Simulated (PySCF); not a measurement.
Exercise with solution: refractive index and permittivity of the vapour

MgHF, SMILES [F][MgH].

Geometry: r2SCAN-D4/def2-TZVPD.

r2SCAN/def2-TZVPD (PySCF) gives a mean static polarisability of 27.6 bohr³ and a dipole moment of 1.38 D. Take an ideal gas at 298.15 K and 1 bar, whether or not the substance is that volatile.

Question: Work out n − 1 in the optical limit and the static ε − 1.

Answer: 
Polarisability volume α' = 27.6 × 0.148185 = 4.09 Å³. Number density N = p/kT = 2.43e-5 Å⁻³.
Dilute limit of Lorentz–Lorenz: n − 1 = 2π N α' = 0.00062.
Orientation term of Debye: μ²/(3kT) = 8.098 Å³ × μ²(D²) = 15.42 Å³.
ε − 1 = 4π N (α' + μ²/3kT) = 0.0060. Orientation of the dipole supplies 79 % of the static response; it can't follow optical fields. Vibrational polarisation and dispersion are left out.
